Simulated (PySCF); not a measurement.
GaO, multiplicity 2. Atoms are numbered in the order given.

```xyz
2

Ga     0.0000     0.0000    -0.3510
O      0.0000     0.0000     1.3601
```
Charge 0, spin multiplicity 2.

The structure is a stationary point at PBE-D3(BJ)/def2-TZVPD.

Calculation: M06-2X/def2-TZVPD run with PySCF.

```yaml
total_energy: -2000.02321 hartree
point_group: C∞v
"α spin, highest occupied and lowest empty level": -9.20 and -0.68 eV
"β spin, highest occupied and lowest empty level": -9.27 and -3.64 eV
dipole_moment: 4.27 D
mean_static_polarisability: 38.7 bohr³ (5.73 Å³)
polarisability_principal_values: 34.0, 34.0, 47.9 bohr³
"⟨S²⟩": 0.770 (pure state 0.75)
```
